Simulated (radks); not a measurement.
Problem. Ba I, 56 electrons, occupied as [Xe] 6s2 (the NIST ground configuration). Calculated with a radial shooting solver on a logarithmic mesh with Libxc functionals: scalar-relativistic Kohn-Sham, PBEsol, spin-polarised, spherical densities, point nucleus; hard spherical wall at 6 bohr. Some entries of the table are withheld. Estimate them.

orbital,occ.,eigenvalue (hartree),<r> (bohr),r(max) (bohr)
1s,2,-1368.527,0.02559,0.01643
2s,2,-216.2200,0.1098,0.09291
2p,6,-193.9011,0.09621,0.07464
3s,2,-45.53915,0.2921,0.2665
3p,6,-38.38507,0.2901,0.2607
3d,10,-27.98875,0.2667,(1)
4s,2,-8.83433,0.6741,0.6250
4p,6,-6.52651,0.7159,0.6537
4d,10,-3.17680,0.8011,0.6955
5s,2,-1.13017,1.644,1.472
5p,6,-0.58549,(2),1.676
6s,2,0.02668,3.551,3.645
5d,0,0.03168,2.883,2.496
6p,0,0.18930,3.693,3.993
7s,0,0.77852,(3),4.815

Solution. 
(1) 3d r(max) (bohr): 0.2151
(2) 5p <r> (bohr): 1.940
(3) 7s <r> (bohr): 3.597
